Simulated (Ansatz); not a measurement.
Geometry optimisation, Ansatz, RHF/def2-SVP.

Input:

```yaml
crystal:
  periodic: [false, false, false]
  atoms:
    - { symbol: Ge, position_ang: [0.0, 0.0, 0.0] }
    - { symbol: Cl, position_ang: [0.0, 0.0, 2.22] }
    - { symbol: F, position_ang: [1.5842, 0.0, -0.5594] }
    - { symbol: F, position_ang: [-0.7913, 1.3709, -0.5594] }
    - { symbol: F, position_ang: [-0.7913, -1.3709, -0.5594] }
basis:
  gaussian: { orbitals: def2-SVP }
hamiltonian:
  xc: hf
relax:
  f_tol: 0.02
  max_steps: 40
output:
  orbitals: {}
```

Launched with:

```bash
$ ansatz run input.yaml --threads 1 --pin off --max-ram 2048MiB --backend cpu --events-out ev --progress --plain --runs-dir out
```

Problem. Where does it end, and by what steps?

Solution. The run converged. After 3 steps the energy has fallen by 0.164 eV; Cl2 moved furthest, 0.07 Å.

```csv
step,energy less start (eV),largest force component (eV/Å),accepted
0,0.0000,2.565,yes
1,-0.1604,0.372,yes
2,-0.1635,0.052,yes
3,-0.1636,0.003,yes
```

```xyz
5
Properties=species:S:1:pos:R:3
Ge 0.000 0.000 0.058
Cl 0.000 0.000 2.149
F 1.569 0.000 -0.555
F -0.784 1.358 -0.555
F -0.784 -1.358 -0.555
```

Run time: 9.6 s on 1 thread of Arm Neoverse V1, on a shared host, peak memory 0.18 GiB.
